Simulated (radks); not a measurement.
The numbers below are computed, except where a source is named.
Initial-state core-level shifts of neutral potassium when its valence configuration changes from [Ar] 4s1. Code: a radial shooting solver on a logarithmic mesh with Libxc functionals. Model: scalar-relativistic Kohn-Sham, PBE, spin-unpolarised, spherical densities, point nucleus. Shifts are changes of the shell-averaged eigenvalues in eV (positive: less bound).

| valence | 2s | 2p | 3s | 3p |
|---|---|---|---|---|
| 3d1 | -1.524 | -1.533 | -1.482 | -1.488 |
| 4p1 | -1.496 | -1.495 | -1.480 | -1.458 |
| 4s0.5 4p0.5 | -0.763 | -0.763 | -0.756 | -0.746 |
| 3d0.5 4p0.5 | -1.450 | -1.454 | -1.421 | -1.414 |
| 3d0.5 4s0.5 | -1.027 | -1.030 | -1.005 | -1.003 |
